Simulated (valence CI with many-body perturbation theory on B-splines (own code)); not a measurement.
## Which ion has this spectrum?

A relativistic CI+MBPT calculation for an atom or ion with 21 electrons gives these levels (eV):

| J | Parity | E | g |
| --- | --- | --- | --- |
| 3/2 | even | 0.000 | 0.61 |
| 5/2 | even | 13.806 | 1.04 |
| 3/2 | even | 19.266 | 1.26 |
| 7/2 | even | 19.740 | 1.10 |
| 9/2 | even | 21.240 | 1.09 |
| 1/2 | even | 22.360 | 1.93 |
| 5/2 | even | 33.927 | 1.44 |
| 7/2 | even | 34.738 | 1.04 |
| 9/2 | even | 36.830 | 1.13 |
| 3/2 | even | 40.498 | 1.15 |
| 1/2 | even | 42.312 | 1.40 |
| 11/2 | even | 43.951 | 1.09 |
| 5/2 | even | 46.279 | 1.16 |
| 5/2 | even | 48.703 | 1.06 |

The energies are calculated, and their last digits are not significant.

Q: Which is it?
A. Cs34+
B. Ba35+
C. I32+
D. Pr38+

A: B. Ba35+, ground level (3d3/2^3) J=3/2.
